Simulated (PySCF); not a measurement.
What does the PBE0-D3(BJ)/def2-SVP structure of BeMe(NH2) (`[CH3][Be][NH2]`) look like in three dimensions?

```
atom  x, y, z in Å
Be1    0.0033    0.0053   -0.2840
C2    -0.0035   -0.0140    1.3954
H3     0.0795    0.9959    1.8328
H4     0.8280   -0.6123    1.8081
H5    -0.9316   -0.4596    1.7962
N6     0.0073    0.0219   -1.7885
H7     0.8328    0.0270   -2.3783
H8    -0.8157    0.0359   -2.3817
```

Orientation and origin are arbitrary. Atoms count from 1 in this order. N6 (nitrogen bonded to Be and 2 H) is planar (angles 125.7°, 125.6° and 108.7°, sum 360.0°, 0.00 Å off the plane of its three neighbours).

Bonds between heavy atoms (Å): Be1–C2 1.679, Be1–N6 1.505.

Theory: PBE0-D3(BJ)/def2-SVP geometry optimisation, gas phase in PySCF.

Point group: near Cs, missed by 0.09 Å at most; the miss may be what the optimiser left on a soft mode. Not checked by PBE0-D3(BJ)/def2-SVP frequencies.

Hardware: one thread of an Arm Neoverse V1, shared host. Cost: 4.6 s. This is the geometry optimisation.
